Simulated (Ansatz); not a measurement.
## Group exchange: C2H4FI + HOI → C2H4I2 + HOF

Species: C2H4FI (1-fluoro-2-iodoethane) `FCCI`, singlet; HOI (hypoiodous acid) `OI`, singlet; C2H4I2 (1,2-diiodoethane) `ICCI`, singlet; HOF (hypofluorous acid) `OF`, singlet. The partners trade F for I: C–F and O–I bonds give way to C–I and O–F.

Shapes, held fixed at every level: PBE0-D4/def2-TZVP. Flexible molecules stand in one conformer, not always the lowest. Programs: Ansatz 0.2.0. The zero-point and thermal change to 298 K, harmonic and unscaled (PBE0-D4/def2-TZVP), is -1.8 kJ/mol.

```
                level                    kind  ΔH(298 K) (kJ/mol)  less CCSD(T)/def2-TZVPP
     SPW92/def2-TZVPP                     LDA              +223.0                     +2.9
 r2SCAN-D4/def2-TZVPP                meta-GGA              +220.3                     +0.2
  B3LYP-D4/def2-TZVPP           global hybrid              +224.1                     +4.0
  BHLYP-D4/def2-TZVPP           global hybrid              +237.1                    +17.0
r2SCAN0-D4/def2-TZVPP           global hybrid              +227.0                     +6.9
   wB97M-V/def2-TZVPP  range-separated hybrid              +228.3                     +8.2
         MP2/def2-SVP     perturbation theory              +212.1                     -8.0
   CCSD(T)/def2-TZVPP   coupled cluster or CI              +220.1                      0.0
```

The highest level, CCSD(T)/def2-TZVPP, gives ΔH(298 K) = +220.1 kJ/mol; the levels span +212.1 to +237.1. The column of differences is taken from that level and isn't an error. No measured value is set beside it here. For atoms past krypton def2 sets carry core potentials with scalar relativity. Outer-core shells of I are correlated in most correlated rows, in sets that cover them unevenly.
